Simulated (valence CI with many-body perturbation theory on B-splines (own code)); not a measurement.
Values are calculated unless marked as measured or tabulated.
**Ce⁵³⁺: what the settings do**

Level of theory: relativistic CI+MBPT: three valence electrons over a frozen Dirac-Fock core [He], a basis of 6 s, 6 p, 5 d, 3 f, 1 g functions for each j, with the one-electron correlation potential Σ1 (screened to all orders), the two-electron term Σ2, the three-electron term Σ3, Breit, model QED; selected single and double excitations, second order for the rest, scaled by the run's own slope (own B-spline code, finite nucleus).

The last digits are not significant, and no measured levels were compared; by estimate large intervals hold to a few tenths of a per cent, small ones and those within an open d or f shell to about a per cent.

The reference run has the lowest level (2s^2 2p1/2) J=1/2 and an ionisation energy of 10834.6 eV. Its largest variational space holds 3680 state functions.

Levels are named by their leading jj configuration (3d3/2^4 stands for four electrons in 3d with j = 3/2), which in mixed levels can hold well under half, so a name can repeat and another be missing. Letters in brackets count levels of one name in rising energy.

| Level | Reference (cm⁻¹) | Shift (cm⁻¹) |
| --- | --- | --- |
| (2s 2p1/2^2) J=1/2 | 1470640 | +120 |
| (2s^2 2p3/2) J=3/2 | 3958790 | +85 |
| (2s 2p1/2 2p3/2) J=3/2 [a] | 4984000 | +197 |
| (2s 2p1/2 2p3/2) J=5/2 | 5258070 | +200 |
| (2s 2p1/2 2p3/2) J=1/2 | 5691740 | +202 |
| (2s 2p1/2 2p3/2) J=3/2 [b] | 5697580 | +202 |
| (2p1/2^2 2p3/2) J=3/2 | 7257260 | +306 |
| (2s 2p3/2^2) J=5/2 | 9088520 | +280 |
| (2s 2p3/2^2) J=1/2 | 9736990 | +283 |
| (2s 2p3/2^2) J=3/2 | 9745000 | +284 |
| (2p1/2 2p3/2^2) J=3/2 | 10932800 | +387 |
| (2p1/2 2p3/2^2) J=5/2 | 11099600 | +388 |

The ionisation energy moves by +0.02 eV.

Which of these changes was made?
A. highest l in the core sums 6 → 4; scale of Σ1 1 → 0.8
B. cutoff of virtual states (hartree) 6728 → 174000
C. cutoff of virtual states (hartree) 6728 → 522.67

B. cutoff of virtual states (hartree) 6728 → 174000.
